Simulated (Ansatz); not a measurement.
C7H9O (SMILES Cc1ccc([OH2+])cc1), charge +1, singlet, geometry from GFN2-xTB; CCSD(T)/STO-3G (Ansatz, a first-principles code).

Ansatz was given this input:
Ansatz 0.2 input:
```yaml
crystal:
  periodic: [false, false, false]
  atoms:
    - {symbol: C, position_ang: [2.87951788, 0.20566659, 0.42166366]}
    - {symbol: C, position_ang: [1.40826357, 0.10095801, 0.21597349]}
    - {symbol: C, position_ang: [0.71987839, 1.09958188, -0.47152699]}
    - {symbol: C, position_ang: [-0.64445072, 1.01104217, -0.68628767]}
    - {symbol: C, position_ang: [-1.30523065, -0.09810312, -0.20179620]}
    - {symbol: O, position_ang: [-2.75355612, -0.22906971, -0.47044933]}
    - {symbol: C, position_ang: [-0.66932931, -1.10929232, 0.48541880]}
    - {symbol: C, position_ang: [0.69632597, -0.99914869, 0.68833419]}
    - {symbol: H, position_ang: [3.21187229, -0.43385518, 1.23387831]}
    - {symbol: H, position_ang: [3.17135935, 1.23172760, 0.63031576]}
    - {symbol: H, position_ang: [3.39733766, -0.10458254, -0.48607370]}
    - {symbol: H, position_ang: [1.25611675, 1.95835130, -0.84314072]}
    - {symbol: H, position_ang: [-1.16763125, 1.78695379, -1.22369178]}
    - {symbol: H, position_ang: [-3.16875779, 0.65590003, -0.55414266]}
    - {symbol: H, position_ang: [-3.18240640, -0.77713632, 0.22116556]}
    - {symbol: H, position_ang: [-1.21094853, -1.96791192, 0.85156121]}
    - {symbol: H, position_ang: [1.21165585, -1.78111609, 1.22304716]}
basis:
  gaussian:
    orbitals: STO-3G
total_charge: 1
magnetization: {spin_polarized: false}
correlation: {method: ccsd_t}
```

What the program printed (banner, timings and long lists left out):

```
Functional definition: HF
697 factors; integrals over basis functions are off by at most 4.3e-5 eV
mean field evaluation 1: about -9268.5210 eV, gradient 2.2e1 eV
mean field evaluation 2: about -9268.9082 eV, gradient 2.2e1 eV
mean field evaluation 4: about -9270.8965 eV, gradient 2.7e0 eV
mean field evaluation 8: about -9270.9335 eV, gradient 3.0e-2 eV
mean field evaluation 16: about -9270.5295 eV, gradient 2.8e0 eV
mean field -9270.93184695 eV, -340.7004613122 hartree, gradient 1.5e-6 eV, S^2 0.000000; 0 other end points of the search recorded, 0 dependent functions left out; unrestricted orbitals would lower it
8 core orbitals not correlated
reference -9270.93184695 eV, -340.7004613122 hartree; 21, 21 occupied and 20, 20 virtual orbitals, 697 factors
second order -11.97028788 eV of doubles, -0.00000000 eV of singles
cycle   1  -13.51097647 eV  change    -1.5e0 eV  update   1.1e-1
cycle   2  -14.33494181 eV  change   -8.2e-1 eV  update   4.7e-2
cycle   3  -14.50272885 eV  change   -1.7e-1 eV  update   1.8e-2
cycle   4  -14.53552471 eV  change   -3.3e-2 eV  update   7.7e-3
cycle   5  -14.53267525 eV  change    2.8e-3 eV  update   1.9e-3
cycle   6  -14.53036800 eV  change    2.3e-3 eV  update   6.4e-4
cycle   7  -14.53044058 eV  change   -7.3e-5 eV  update   2.1e-4
cycle   8  -14.53058007 eV  change   -1.4e-4 eV  update   6.1e-5
cycle   9  -14.53055847 eV  change    2.2e-5 eV  update   1.7e-5
perturbative correction -0.28779957 eV, -0.0105764390 hartree
Total energy: -9285.75020499 eV, -341.2450259259 hartree
```
